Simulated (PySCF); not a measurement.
J couplings in C$_{3}$H$_{5}$Br

Bonds (- single, = double, # triple, : aromatic): C1=C2 1.334 Å, C2-C3 1.484 Å, C3-Br4 1.961 Å. C1 carries H5, H6; C2 carries H7; C3 carries H8, H9. H6 is cis to C3; H5 is trans to C3.

Couplings: B3LYP/pcJ-1 (pcSseg-1 on Br) in PySCF 2.14.0 with density-fitted response routines, geometry PBE0-D3(BJ)/def2-SVP; gas phase, one conformer, non-relativistic. Couplings are averaged over pairs made equivalent by symmetry, fast rotation or ring inversion, so a value needn't be that of the named pair in this geometry, while other rotamers aren't included; one pair stands for each set, and the list holds those of at least 0.8 Hz over up to four bonds.

Isotopes: ¹³C, ¹H.

```csv
pair,bonds,J (Hz)
"C1, C2",1,?
"C1, H5",1,171.2
"C1, H6",1,?
"C2, C3",1,?
"C2, H7",1,168.3
"C3, H8",1,159.2
"C1, C3",2,?
"C1, H7",2,1.4
"C2, H6",2,?
"C2, H8",2,-3.7
"C3, H7",2,4.9
"H5, H6",2,1.9
"H8, H9",2,-10.4
"C1, H8",3,7.4
"C3, H5",3,16.4
"C3, H6",3,9.7
"H5, H7",3,11.3
"H6, H7",3,18.4
"H7, H8",3,9.5
"H6, H8",4,?
```

Estimate the withheld couplings, with signs.

## Answers


- ¹J(C1,C2) = 81.0 Hz (bond length 1.334 Å)
- ¹J(C1,H6) = 166.0 Hz (bond length 1.095 Å, sp2 carbon)
- ¹J(C2,C3) = 49.5 Hz (bond length 1.484 Å)
- ²J(C1,C3) = 2.3 Hz (angle at C2 124°)
- ²J(C2,H6) = -2.0 Hz (angle at C1 122°)
- ⁴J(H6,H8) = -1.1 Hz (mean over equivalent pairs that range from -2.1 to 0.0 Hz in this conformer)

Relativistic effects of the heavier atoms present are left out.
